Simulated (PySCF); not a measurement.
C6H8F2Si2, SMILES F[SiH2]c1ccc([SiH2]F)cc1, GFN2-xTB optimised geometry.

```
18

Si    -2.95    -2.11     5.46
F     -2.54    -3.67     5.46
C     -2.22    -1.34     3.90
C     -1.48    -2.10     2.99
C     -0.96    -1.53     1.85
C     -1.15    -0.18     1.56
C     -1.89     0.58     2.47
C     -2.42     0.01     3.61
Si    -0.43     0.58     0.00
F     -0.84     2.14     0.00
H     -2.35    -1.57     6.67
H     -4.40    -2.10     5.46
H     -1.32    -3.15     3.19
H     -0.39    -2.14     1.16
H     -2.06     1.63     2.27
H     -2.99     0.62     4.30
H     -1.03     0.04    -1.21
H      1.03     0.58     0.00
```

Density from B3LYP/def2-SVP (PySCF) at that geometry.

Minimum of the electron density along straight lines between bonded atoms, close to the bond critical point (lines longer than 1.1 times the sum of covalent radii, or with two minima, are not listed):

```
bond     length / Å  ρ at the minimum / e bohr⁻³  ∇²ρ there / e bohr⁻⁵  position (fraction from the first atom)
-------  ----------  ---------------------------  --------------------  ---------------------------------------
Si1–F2        1.613                        0.117                  1.07                                     0.42
Si1–C3        1.881                        0.117                  0.34                                     0.38
C3–C4         1.394                        0.307                 -0.77                                     0.50
C4–C5         1.381                        0.316                 -0.82                                     0.50
C5–C6         1.393                        0.308                 -0.77                                     0.50
C6–C7         1.394                        0.307                 -0.77                                     0.50
C3–C8         1.393                        0.308                 -0.77                                     0.50
C7–C8         1.381                        0.316                 -0.82                                     0.50
C6–Si9        1.881                        0.117                  0.34                                     0.62
Si9–F10       1.613                        0.118                  1.07                                     0.42
Si1–H11       1.457                        0.121                  0.33                                     0.49
Si1–H12       1.457                        0.121                  0.33                                     0.49
C4–H13        1.081                        0.286                 -1.10                                     0.63
C5–H14        1.081                        0.284                 -1.07                                     0.63
C7–H15        1.081                        0.286                 -1.10                                     0.63
C8–H16        1.081                        0.284                 -1.07                                     0.63
Si9–H17       1.457                        0.121                  0.33                                     0.49
Si9–H18       1.457                        0.121                  0.33                                     0.49
```
